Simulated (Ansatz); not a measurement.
Consider the redistribution: `BCBO` + `COB(O)Cl` → `BCBCl` + `COB(O)O`.

Isolated molecules relaxed with PBE0-D4/def2-TZVP in Ansatz; ΔE leaves out vibrations. CCSD(T)/CBS is the MP2 limit (def2-TZVPP, def2-QZVPP) plus CCSD(T) − MP2 in def2-TZVPP, frozen cores. This one scheme is used for every species. Functionals use def2-TZVPP. Each species was taken in one conformer, which may not be the lowest.

Question: Is it downhill or uphill in electronic energy at CCSD(T)/CBS, and by how much? (Best estimate.)

Answer: The calculation gave: Nearly level: ΔE = +0.02 eV.

Question: What do these levels give: ωB97X-V, HF/def2-TZVPP, SCS-MP2/def2-TZVPP, CCSD/def2-TZVPP, HF/CBS(def2), CCSD/CBS(def2)? (Best estimate.)

Answer: Computed: ωB97X-V 0.04, HF/def2-TZVPP -0.08, SCS-MP2/def2-TZVPP 0.02, CCSD/def2-TZVPP 0.00, HF/CBS(def2) -0.07, CCSD/CBS(def2) 0.00 eV.

Largest T1 diagnostic among the species: 0.013.

From PBE to PBE0 (25 % exact exchange), in def2-TZVPP and without D4, ΔE moves by −0.04 eV. In def2-TZVPP, CCSD(T) changes the Hartree–Fock value by +0.10 eV (the triples alone add +0.02 eV) and MP2 by +0.10 eV.
